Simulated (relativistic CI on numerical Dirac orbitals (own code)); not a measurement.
**d1 to d9 in one octahedral field**

Computed with a parametric ligand-field model without spin-orbit coupling, by exact diagonalisation: B = 820, C = 3480, 10Dq = 12000 cm⁻¹ (Oh; |10Dq|/B = 14.6) for every shell. Energies in cm⁻¹; the field energy is (0.6 n_e − 0.4 n_t2) × 10Dq of the ground term; g labels are left out.

| Shell | Ground term | Electrons in e | Field energy | First spin-allowed bands | Lowest term of other spin |
| --- | --- | --- | --- | --- | --- |
| d1 | 2T2 | 0.000 | -4800 | 2E 12000 |  |
| d2 | 3T1 | 0.054 | -8950 | 3T2 10717, 3T1 21735 | 1T2 12377 |
| d3 | 4A2 | 0.000 | -14400 | 4T2 12000, 4T1 18715 | 2E 16149 |
| d4 | 5E | 1.000 | -7200 | 5T2 12000 | 3T1 8429 |
| d5 | ? | ? | ? | ? | ? |
| d6 | 5T2 | 2.000 | -4800 | 5E 12000 | 1A1 5193 |
| d7 | 4T1 | 2.054 | -8950 | 4T2 10717, 4T1 21735 | 2E 4545 |
| d8 | 3A2 | 2.000 | -14400 | 3T2 12000, 3T1 18715 | 1E 13199 |
| d9 | 2E | 3.000 | -7200 | 2T2 12000 |  |

**Question.** Fill in the row of d5.

**Answer.** Ground term: 6A1; Electrons in e: 2.000; Field energy: 0; First spin-allowed bands: none; Lowest term of other spin: 4T1 16208. Every shell keeps the spin of the free ion. Only d4 to d7 can choose; the field needed to pair spins is smallest for d6 and largest for d5, which loses most exchange energy. In the strong-field picture 10Dq must exceed about 6B + 5C = 22320 (d4), 7.5B + 5C = 23550 (d5), 2.5B + 4C = 15970 (d6) and 4B + 4C = 17200 (d7); mixing of terms shifts these bounds somewhat. High-spin d^(n+5) repeats the spin-allowed bands of d^n, since the half-filled shell is spherical.
